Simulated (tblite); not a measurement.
Cyclohexylphosphine, C6H13P.
Atom-mapped SMILES: `[PH2:1][CH:2]1[CH2:3][CH2:4][CH2:5][CH2:6][CH2:7]1` (hydrogens: H8, H9 on P1; H10 on C2; H11, H12 on C3; H13, H14 on C4; H15, H16 on C5; H17, H18 on C6; H19, H20 on C7)

The geometry is computed with GFN2-xTB (gas phase).

Task: List the bond lengths, angles and torsions at this level.

Result: 
```tsv
bond	length (Å)	order
P1–C2	1.877	single
C2–C3, C2–C7	1.528	single
C3–C4, C6–C7	1.526	single
C4–C5, C5–C6	1.526	single
P1–H8, P1–H9	1.395	single
C2–H10	1.097	single
C3–H11, C7–H19	1.094	single
C3–H12, C7–H20	1.094	single
C4–H13, C6–H17	1.092	single
C4–H14, C6–H18	1.093	single
C5–H15	1.093	single
C5–H16	1.092	single
```

Bonds in one row agree within 0.01 Å and their mean is given. Orders are formal, as drawn. A selection of angles:
```tsv
angle	degrees
C2–P1–H8	95.2
H8–P1–H9	91.9
P1–C2–C3	109.6
P1–C2–H10	108.8
C3–C2–C7	110.1
C3–C2–H10	109.3
C2–C3–C4	110.6
C2–C3–H11	109.0
C2–C3–H12	109.8
C4–C3–H11	109.5
C4–C3–H12	110.1
H11–C3–H12	107.7
C3–C4–C5	110.5
C3–C4–H13	109.7
C3–C4–H14	109.4
C5–C4–H13	110.0
C5–C4–H14	109.4
H13–C4–H14	107.8
C4–C5–C6	110.4
C4–C5–H15	109.3
C4–C5–H16	109.9
H15–C5–H16	107.9
```

Torsions: P1–C2–C3–C4 -178° (antiperiplanar); C2–C3–C4–C5 58° (synclinal); C3–C4–C5–C6 -57° (synclinal); C4–C5–C6–C7 57° (synclinal); C5–C6–C7–C2 -58° (synclinal); P1–C2–C7–C6 178° (antiperiplanar).

P1 (phosphine phosphorus) is pyramidal (angles 95.2°, 95.2° and 91.9°, sum 282.3°, 0.81 Å off the plane of its three neighbours). All 6 C–C bonds measure 1.526 to 1.528 Å. The 6-membered ring C2–C3–C4–C5–C6–C7 has internal angles of 110.1° to 110.6° (sum 663°, against 720° for a flat polygon); it is puckered, 0.24 Å rms from its mean plane, widest ring torsion 58°.

Point group: Cs (every atom within 0.08 Å of its image). Its GFN2-xTB frequencies are all real (lowest 121 cm⁻¹). One conformer, not necessarily the lowest (H–P1–C2–C3 -166° and -73°, P1–C2–C3–C4 -178°, C2–C3–C4–C5 58°, C3–C4–C5–C6 -57°, C4–C5–C6–C7 57°).
